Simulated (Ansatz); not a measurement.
A nudged elastic band was laid between two geometries of CH7BN2 (11 atoms, charge 0, multiplicity 1).

The calculation used RKS PBE/def2-SVP in Ansatz 0.2.0.

```json
{
 "movable images": "7",
 "climbing image": "yes",
 "spring": "5.0 eV/Å²",
 "optimiser": "fire",
 "start path": "through a guess of the saddle point",
 "force threshold": "0.05 eV/Å",
 "iteration limit": "37",
 "end points": "relaxed"
}
```

Initial state:

```xyz
11
Properties=species:S:1:pos:R:3
N -0.628 1.816 -0.196
B 0.309 0.774 -0.242
C -0.143 -0.746 -0.147
N 0.885 -1.632 0.407
H -1.630 1.666 -0.066
H -0.377 2.797 -0.316
H 1.483 1.074 -0.393
H -0.315 -1.042 -1.212
H -1.159 -0.826 0.331
H 1.113 -1.344 1.367
H 0.528 -2.593 0.487
```

Final state:

```xyz
11
Properties=species:S:1:pos:R:3
N -0.534 1.794 -0.546
B 0.170 0.793 0.132
C -0.270 -0.731 0.106
N 0.883 -1.632 -0.013
H -1.345 1.608 -1.140
H -0.284 2.782 -0.501
H 1.136 1.138 0.800
H -0.970 -0.922 -0.741
H -0.896 -0.885 1.033
H 1.570 -1.398 0.715
H 0.605 -2.604 0.176
```

Problem. Which bonds break or form, and what moves?

Solution. No bond is made or broken. The dihedral H7–B2–C3–H9 goes from 161 to 83°.

Problem. What energy profile does the band end with?

Solution. It did not converge within its limit. The highest image is number 4 of 0 to 8, 29.1 kcal/mol above the first end and 29.6 kcal/mol above the last; the last end lies 0.5 kcal/mol below the first. The band didn't meet its force threshold, so its energies are provisional: the largest band force was still 0.34 eV/Å, and over the last iterations the top stayed at 1.27 eV.

```
image  path coordinate (Å)  energy (kcal/mol)  dihedral H7–B2–C3–H9 (°)
    0                 0.00                0.0                       161
    1                 0.50                1.8                       162
    2                 0.99               10.2                       157
    3                 1.51               20.9                       153
    4                 1.99               29.1                       155
    5                 2.74               12.7                       148
    6                 3.54                1.2                       132
    7                 4.39                0.1                       107
    8                 5.23               -0.5                        83
```

Time of the run: 11 min on 1 thread of Intel(R) Xeon(R) Platinum 8259CL CPU @ 2.50GHz (Skylake/Cascade Lake), on a shared host, peak memory 0.13 GiB.
